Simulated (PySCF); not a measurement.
PySCF input (B3PW91/6-31G* (5d)):

```python
from pyscf import gto, dft

mol = gto.M(
    atom='''
    C    -0.00000000   -0.00000000   -0.76527862
    F     0.00000000    0.00000000    0.51018575
    ''',
    basis='6-31g*',
    charge=0,
    spin=1,
    symmetry='C2v',
    verbose=4,
)

mf = dft.UKS(mol, xc='b3pw91')
mf.grids.level = 3
mf.conv_tol = 1e-9
mf.max_cycle = 100
mf.max_memory = 1500
mf.kernel()
if not mf.converged:
    mf = mf.newton()
    mf.kernel(mf.make_rdm1())
mf.dip_moment()
```

Output:

```
PySCF version 2.14.0

[INPUT] verbose = 4
[INPUT] num. atoms = 2
[INPUT] num. electrons = 15
[INPUT] charge = 0
[INPUT] spin (= nelec alpha-beta = 2S) = 1
[INPUT] symmetry C2v subgroup None
[INPUT] Mole.unit = angstrom
[INPUT] Symbol           X                Y                Z      unit          X                Y                Z       unit  Magmom
[INPUT]  1 C      0.000000000000   0.000000000000  -0.765278620000 AA    0.000000000000   0.000000000000  -1.446167000785 Bohr   0.0
[INPUT]  2 F      0.000000000000   0.000000000000   0.510185750000 AA    0.000000000000   0.000000000000   0.964111340156 Bohr   0.0

nuclear repulsion = 22.4040514669022
point group symmetry = Coov, use subgroup C2v
symmetry origin: [0.00000000e+00 0.00000000e+00 3.77945225e-09]
symmetry axis x: [1. 0. 0.]
symmetry axis y: [0. 1. 0.]
symmetry axis z: [0. 0. 1.]
num. orbitals of irrep A1 = 14
num. orbitals of irrep A2 = 2
num. orbitals of irrep B1 = 6
num. orbitals of irrep B2 = 6
number of shells = 12
number of NR pGTOs = 54
number of NR cGTOs = 28
basis = 6-31g*
ecp = {}

******** <class 'pyscf.dft.uks_symm.SymAdaptedUKS'> ********
method = SymAdaptedUKS
initial guess = minao
damping factor = 0
level_shift factor = 0
DIIS = <class 'pyscf.scf.diis.CDIIS'>
diis_start_cycle = 1
diis_space = 8
diis_damp = 0
SCF conv_tol = 1e-09
SCF conv_tol_grad = None
SCF max_cycles = 100
direct_scf = True
direct_scf_tol = 1e-13
number electrons alpha = 8  beta = 7
XC library pyscf.dft.libxc version 7.1.2
    S. Lehtola, C. Steigemann, M. J. T. Oliveira, and M. A. L. Marques,  SoftwareX 7, 1–5 (2018)
XC functionals = b3pw91
    A. D. Becke,  J. Chem. Phys. 98, 5648 (1993)
radial grids:
    Treutler-Ahlrichs [JCP 102, 346 (1995); DOI:10.1063/1.469408] (M4) radial grids

becke partition: Becke, JCP 88, 2547 (1988); DOI:10.1063/1.454033
pruning grids: <function nwchem_prune>
grids dens level: 3
symmetrized grids: C2v
atomic radii adjust function: <function treutler_atomic_radii_adjust>
small_rho_cutoff = 0
Freeze 0 electrons in irreps []
    15 free electrons in irreps A1 A2 B1 B2
Set gradient conv threshold to 3.16228e-05
tot grids = 28384
init E= -137.830515650161
alpha HOMO (B1) = -0.10144670520502  LUMO (B2) = -0.10144670520502
beta  HOMO (A1) = -0.376772136358205  LUMO (B1) = -0.10144670520502

WARN: HOMO -0.10144670520502 >= LUMO -0.10144670520502

WARN: alpha-B1 HOMO -0.10144670520502 > system LUMO -0.10144670520502

WARN: alpha-B2 LUMO -0.10144670520502 < system HOMO -0.10144670520502

WARN: beta-B1 LUMO -0.10144670520502 < system HOMO -0.10144670520502

WARN: beta-B2 LUMO -0.10144670520502 < system HOMO -0.10144670520502

cycle= 1 E= -137.692643235084  delta_E= 0.138  |g|= 0.269  |ddm|=  1.1
alpha HOMO (B1) = -0.216683648110278  LUMO (B2) = -0.118816332567064
beta  HOMO (A1) = -0.392193762047561  LUMO (B2) = -0.100586573755532
  HOMO = -0.21668364811  LUMO = -0.118816332567  gap/eV = 2.66311
cycle= 2 E= -137.637058714817  delta_E= 0.0556  |g|= 0.493  |ddm|= 0.38
alpha HOMO (B1) = -0.204826410681502  LUMO (B2) = -0.101664398903944
beta  HOMO (A1) = -0.369320329625779  LUMO (B2) = -0.0824363645266313
  HOMO = -0.204826410682  LUMO = -0.101664398904  gap/eV = 2.80718
cycle= 3 E= -137.71887033672  delta_E= -0.0818  |g|= 0.0398  |ddm|= 0.26
alpha HOMO (B1) = -0.199479894669213  LUMO (B2) = -0.0934424896056318
beta  HOMO (A1) = -0.366020608982819  LUMO (B2) = -0.0741831613217277
  HOMO = -0.199479894669  LUMO = -0.0934424896056  gap/eV = 2.88542
cycle= 4 E= -137.719476634779  delta_E= -0.000606  |g|= 0.00612  |ddm|= 0.0286
alpha HOMO (B1) = -0.20266944525592  LUMO (B2) = -0.0953729370751349
beta  HOMO (A1) = -0.367778828671586  LUMO (B2) = -0.0757352853467373
  HOMO = -0.202669445256  LUMO = -0.0953729370751  gap/eV = 2.91969
cycle= 5 E= -137.719501927704  delta_E= -2.53e-05  |g|= 0.0015  |ddm|= 0.00841
alpha HOMO (B1) = -0.202254499387913  LUMO (B2) = -0.0948743808214595
beta  HOMO (A1) = -0.366951328962422  LUMO (B2) = -0.0750097417045711
  HOMO = -0.202254499388  LUMO = -0.0948743808215  gap/eV = 2.92196
cycle= 6 E= -137.719503771117  delta_E= -1.84e-06  |g|= 0.000355  |ddm|= 0.00235
alpha HOMO (B1) = -0.202404216534693  LUMO (B2) = -0.095060160260538
beta  HOMO (A1) = -0.367118301682628  LUMO (B2) = -0.0750885545901228
  HOMO = -0.202404216535  LUMO = -0.0950601602605  gap/eV = 2.92098
cycle= 7 E= -137.719503909076  delta_E= -1.38e-07  |g|= 6.81e-05  |ddm|= 0.000659
alpha HOMO (B1) = -0.202385870421701  LUMO (B2) = -0.0950549436871639
beta  HOMO (A1) = -0.367106430373728  LUMO (B2) = -0.0750500090563413
  HOMO = -0.202385870422  LUMO = -0.0950549436872  gap/eV = 2.92062
cycle= 8 E= -137.719503916699  delta_E= -7.62e-09  |g|= 1.67e-05  |ddm|= 0.000148
alpha HOMO (B1) = -0.202387837801928  LUMO (B2) = -0.0950591841811181
beta  HOMO (A1) = -0.367106960625367  LUMO (B2) = -0.0750496641488165
  HOMO = -0.202387837802  LUMO = -0.0950591841811  gap/eV = 2.92056
cycle= 9 E= -137.719503917032  delta_E= -3.33e-10  |g|= 2.09e-06  |ddm|= 2.79e-05
alpha HOMO (B1) = -0.202387895003755  LUMO (B2) = -0.0950593544556712
beta  HOMO (A1) = -0.367106994716096  LUMO (B2) = -0.0750497123519964
  HOMO = -0.202387895004  LUMO = -0.0950593544557  gap/eV = 2.92056
Extra cycle  E= -137.719503917039  delta_E= -6.05e-12  |g|= 1.16e-06  |ddm|= 3.44e-06
converged SCF energy = -137.719503917039  <S^2> = 0.75287877  2S+1 = 2.0028767
Dipole moment(X, Y, Z, Debye):  0.00000,  0.00000,  0.78994
```
